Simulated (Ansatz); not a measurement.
# From F to I: the dipole moment

One atom is swapped for its congeners: SiH2F2 `F[SiH2]F`; SiH2ClF `F[SiH2]Cl`; SiH2IF `F[SiH2]I`. The Br member is missing. All are singlets with charge 0.

Shapes, held fixed at every level: PBE0-D4/def2-TZVP. Programs: Ansatz 0.2.0. Values in D.

Question: How should the dipole moment change along the series?

Answer: At wB97M-V/def2-TZVPP the dipole moment falls at every step, from 1.43 to 1.20 D. Every level shows the same order. For atoms past krypton def2 sets carry core potentials with scalar relativity.

```csv
level,SiH2F2,SiH2ClF,SiH2IF
PBE-D4/def2-TZVPP,1.34,1.20,1.08
r2SCAN-D4/def2-TZVPP,1.38,1.26,1.14
B3LYP-D4/def2-TZVPP,1.47,1.32,1.19
wB97M-V/def2-TZVPP,1.43,1.29,1.20
```
